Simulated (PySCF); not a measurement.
HCdCl (SMILES [Cl][CdH]), singlet, geometry from GFN2-xTB (such geometries of metal compounds can be far from the true shape) (core potentials on Cd). Base run: BLYP/def2-SVP, TDA (PySCF).

Here is a job for PySCF.
```python
from pyscf import gto, scf, dft, tdscf

mol = gto.M(
    atom='''
Cd   -0.256755   -0.209645   -0.446947
H    -1.379922   -0.292360   -1.607073
Cl    0.806127    0.609137    1.356501
''',
    basis='def2-svp',
    ecp={'Cd': 'def2-svp'},
    charge=0,
    spin=0,
    verbose=4,
)

mf = dft.RKS(mol)
mf.xc = 'blyp'
mf.kernel()
td = mf.TDA()
td.nstates = 5
td.kernel()
td.analyze(verbose=3)
```

Each row names what was changed in the base input (with any setting that the change needs).

```json
[
 {"change": "base", "first excitation (eV)": "4.88", "oscillator strength of the first": "0.007", "second (eV)": "4.99", "core-seconds (rough)": "8"},
 {"change": "functional = pbe0", "first excitation (eV)": "5.72", "oscillator strength of the first": "0.010", "second (eV)": "5.79", "core-seconds (rough)": "8"},
 {"change": "functional = pbe", "first excitation (eV)": "5.05", "oscillator strength of the first": "0.007", "second (eV)": "5.15", "core-seconds (rough)": "6"},
 {"change": "response = full linear response", "first excitation (eV)": "4.87", "oscillator strength of the first": "0.007", "second (eV)": "4.96", "core-seconds (rough)": "8"},
 {"change": "functional = lc_wpbe", "first excitation (eV)": "6.68", "oscillator strength of the first": "0.013", "second (eV)": "6.68", "core-seconds (rough)": "10"},
 {"change": "nstates = 10", "first excitation (eV)": "4.88", "oscillator strength of the first": "0.007", "second (eV)": "4.99", "core-seconds (rough)": "10"},
 {"change": "states = triplets", "first excitation (eV)": "4.56", "oscillator strength of the first": "-", "second (eV)": "4.66", "core-seconds (rough)": "5"},
 {"change": "functional = bhandhlyp", "first excitation (eV)": "6.15", "oscillator strength of the first": "0.012", "second (eV)": "6.19", "core-seconds (rough)": "8"},
 {"change": "basis = def2-TZVPD", "first excitation (eV)": "4.95", "oscillator strength of the first": "0.007", "second (eV)": "5.03", "core-seconds (rough)": "20"},
 {"change": "basis = def2-TZVP", "first excitation (eV)": "4.94", "oscillator strength of the first": "0.007", "second (eV)": "5.02", "core-seconds (rough)": "10"}
]
```

An iterative solver can miss low states, so a row lists the states that it found.
